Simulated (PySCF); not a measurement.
Computed properties of CH8BNO2Si, SMILES C[SiH2]NB(O)O

CH8BNO2Si, SMILES B(O)(N[SiH2]C)O. Coordinates come from a r2SCAN-D4/def2-SVP optimisation. The structure was generated by enumeration, and PubChem lists no compound with its InChIKey, so it may never have been made. Other conformers were not sampled. All values are computed for the isolated molecule unless a solvent is named; none is compared with measurement here.

**Structure.** All 36 harmonic modes at r2SCAN-D4/def2-SVP (PySCF) are real, so it is a minimum. With heavy atoms numbered as in [SiH2:1]([CH3:2])[NH:3][B:4]([OH:5])[OH:6], the shortest bond between them is B4–O6 at 1.370 Å and the longest Si1–C2 at 1.873 Å.

**Vibrations.** The strongest infrared lines (harmonic, unscaled, degenerate partners summed) lie at 1405 cm⁻¹ (615 km/mol, B 63 %, N 15 %, O 13 %, H 10 %), 1481 cm⁻¹ (364 km/mol, B 68 %, O 15 %, H 13 %), 946 cm⁻¹ (208 km/mol, H 73 %, Si 12 %). The softest mode is at 31 cm⁻¹ and the zero-point energy is 65.7 kcal/mol.

**Electronic structure.** M06-2X/def2-TZVP (PySCF) places the frontier levels at -9.10 and 0.77 eV, a gap of 9.87 eV, and gives a dipole moment of 3.50 D and a mean polarisability of 65.0 bohr³. PBE/def2-TZVP (PySCF) at the same geometry gives -6.32 and -0.67 eV, so its gap is 4.22 eV narrower. An orbital gap is neither the optical nor the fundamental gap.

**Excitations.** TDDFT-PBE0/def2-SVPD (PySCF) has S1 at 6.31 eV (197 nm, f = 0.007, weak); the most intense of the 10 singlets computed lies at 7.22 eV (f = 0.04). T1 (TDA) is at 6.09 eV. TDDFT-PBE/def2-SVPD (PySCF) puts S1 at 5.51 eV. No vertical singlet excitation falls in the visible range (under 3.1 eV).

**NMR.** GIAO shifts at KT2/pcSseg-1 (PySCF) (non-relativistic, atoms alike by connectivity averaged): ¹³C at 2.9 ppm against TMS; ¹H from 0.5 to 5.1 ppm against TMS; ²⁹Si at -31.3 ppm against TMS; ¹¹B at 9.1 ppm against BF3.
